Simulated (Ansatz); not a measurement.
`[S]=[Mo](=[S])([Cl])[Cl]` + H₂O → `[OH][Mo](=[S])(=[S])[Cl]` + HCl at 600 K and 1 bar (formal hydrolysis of a Mo–Cl bond).

Gas-phase electronic energies from Ansatz, PBE0-D4/def2-TZVP geometries. CBS: MP2 limit from def2 TZ/QZ plus the TZ coupled-cluster correction, frozen cores. This one scheme is used for every species. def2 core potentials past Kr. For Mo outer-core shells are correlated without core-valence functions, which leaves a few kJ/mol of doubt a bond. Each species was taken in one conformer, which may not be the lowest.

```tsv
species	CCSD(T)/CBS energy (Eh)	H − E (kJ/mol)	S (J/(mol·K))
`[S]=[Mo](=[S])([Cl])[Cl]`	-1783.42327	67.7	430.1
H₂O	-76.37941	76.8	212.8
`[OH][Mo](=[S])(=[S])[Cl]`	-1399.40594	102.9	437.7
HCl	-460.38127	35.4	207.2
```

H − E and S are ideal-gas, rigid-rotor, harmonic terms from PBE0-D4/def2-TZVP, for one conformer and one mirror image of each species. 1 Eh = 2625.50 kJ/mol, R = 8.31446 J/(mol·K).

Q: By hand: ΔE, ΔH, ΔS and ΔG.

A: ΔE = (-1399.40594) + (-460.38127) − (-1783.42327) − (-76.37941) = 0.01547 Eh = 40.6 kJ/mol. Δ(H − E) = 102.9 + 35.4 − 67.7 − 76.8 = -6.2, so ΔH = 34.4 kJ/mol. ΔS = 437.7 + 207.2 − 430.1 − 212.8 = 2.0 J/(mol·K). ΔG = 34.4 − 600 × (2.0)/1000 = 33.2 kJ/mol.

Q: By hand: the equilibrium constant, and the temperature at which ΔG would vanish if ΔH and ΔS stayed fixed.

A: log₁₀ K = −ΔG/(RT ln 10) = -2.9. ΔG = 0 at ΔH/ΔS = 17200 K, far beyond where these terms or the molecules hold.

The number of gas molecules stays the same, so ΔS is small and ΔH decides. A doubt of 5 kJ/mol in ΔE shifts log₁₀ K by 0.4 here. Other conformers and mirror images would add mixing entropy, several J/(mol·K) or more a flexible species. These are equilibria of isolated gas molecules and say nothing of rates. Largest T1 diagnostic: 0.024 (customary marks: 0.02 for closed shells, 0.045 for open ones).
